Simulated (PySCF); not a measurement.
**Polarisability and C₆ of Fe²⁺ (iron, charge +2)**

[Ar] 3d5 4s1, high-spin 7S determinant (an excited configuration). Computed with PySCF 2.14 in aug-cc-pVDZ, with no relativity, point nucleus. Coupled (time-dependent) response in atomic units; α is the mean over directions. A double-zeta set is small for polarisabilities.

| method | mean α (bohr³) | C₆ (like pair) | S(−4) |
| --- | --- | --- | --- |
| UHF | 21.05 | 84.15 | 422.1 |
| PBE | 15.76 | 59.04 | 217.0 |
| PBE0 | 16.88 | 63.99 | 255.5 |
| B97-3 | 16.60 | 62.55 | 247.1 |

S(−4) is the Cauchy moment in α(ω) = α(0) + S(−4) ω² + …

α(iu) at B97-3:

| u (hartree) | α(iu) (bohr³) |
| --- | --- |
| 0 | 16.60 |
| 0.0500 | 16.01 |
| 0.100 | 14.49 |
| 0.200 | 10.70 |
| 0.300 | 7.748 |
| 0.500 | 4.606 |
| 0.750 | 2.976 |
| 1.00 | 2.194 |
| 1.50 | 1.431 |
| 2.00 | 1.044 |
| 3.00 | 0.6444 |
| 5.00 | 0.3183 |

A single London oscillator, α(iu) = α/(1 + u²/ω²), gives C₆ = (3/4) ω α². Matching the computed C₆ needs ω = 4 × 62.55 / (3 × 16.60²) = 0.303 hartree.

For an ion, C₆ is the dispersion term alone; charge-induced terms of lower order in 1/R come first.
